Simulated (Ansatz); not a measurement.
H4Ge, charge -1, doublet, at the geometry of the source list (a state made from the parent by changing its charge; the spin is typed, not shown lowest) (a gas-phase anion, which may not be bound at this level); CASSCF(3,5)/STO-3G in Ansatz (an electronic-structure program).

Input for Ansatz:
Ansatz 0.2 input:
```yaml
crystal:
  periodic: [false, false, false]
  atoms:
    - {symbol: Ge, position_ang: [-0.00010000, 0.00050000, 0.00380000]}
    - {symbol: H, position_ang: [-0.61730000, -0.84450000, -1.04740000]}
    - {symbol: H, position_ang: [0.54370000, -0.86430000, 1.07870000]}
    - {symbol: H, position_ang: [-1.02370000, 0.91470000, 0.56500000]}
    - {symbol: H, position_ang: [1.09740000, 0.79370000, -0.60010000]}
basis:
  gaussian:
    orbitals: STO-3G
hamiltonian:
  xc: hf
total_charge: -1
correlation: {active_space: {window: {electrons: 3, orbitals: 5}}}
magnetization: {spin_polarized: false, initial_magnetization: 1}
```

It wrote (shortened):

```
Functional definition: HF
232 factors; integrals over basis functions are off by at most 2.5e-5 eV
mean field evaluation 1: about -55879.2233 eV, gradient 5.1e0 eV
mean field evaluation 2: about -55879.2568 eV, gradient 5.1e0 eV
mean field evaluation 4: about -55879.5709 eV, gradient 1.4e0 eV
mean field evaluation 8: about -55879.4092 eV, gradient 1.7e0 eV
mean field evaluation 16: about -55880.4108 eV, gradient 1.5e-6 eV
mean field evaluation 32: about -55880.3891 eV, gradient 6.2e-4 eV
mean field evaluation 64: about -55879.4049 eV, gradient 1.9e0 eV
mean field evaluation 96: about -55880.1603 eV, gradient 2.1e0 eV
mean field -55880.41076192 eV, -2053.5672183976 hartree, gradient 1.5e-6 eV, S^2 0.750000; 9 other end points of the search recorded, 0 dependent functions left out
reference -55880.41076192 eV, -2053.5672183976 hartree; 19, 18 occupied and 3, 4 virtual orbitals, 232 factors
state -55880.80678391 eV, -2053.5817719376 hartree
Total energy: -55880.80678391 eV, -2053.5817719376 hartree
```
